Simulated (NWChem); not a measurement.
## Ionisation of CH₃N₂S

SMILES: [NH]C(N)=S
```xyz
7

N      0.9317    -1.0215     0.7557
C     -0.0712    -0.3133     0.2789
N     -1.3564    -0.7116     0.4692
S      0.3246     1.0276    -0.7418
H      1.7973    -0.4680     0.8432
H     -1.5091    -1.6146     0.9227
H     -2.0829    -0.3472    -0.1453
```
Charge 0, spin multiplicity 2.

Everything below was run with NWChem. The geometry was optimised at UPBE/def2-SVP, a minimum by its harmonic frequencies. It is one conformer; others weren't searched.

Basis set: def2-SVPD. −ε marks an orbital energy of the parent.

B3LYP has NWChem's definition, with VWN1-RPA local correlation. The structure started from a generated list of species. The stability of the SCF solutions was not checked.

Question: For the first vertical ionisation energy, −ε(beta HOMO) of PBE gives 5.78 eV and −ε(beta HOMO) of B3LYP gives 6.78 eV. What do G0W0@PBE, −ε(beta HOMO) of TPSS, G0W0@PBE0 give?

Answer: G0W0@PBE: 8.00 eV; −ε(beta HOMO) of TPSS: 5.87 eV; G0W0@PBE0: 8.46 eV.
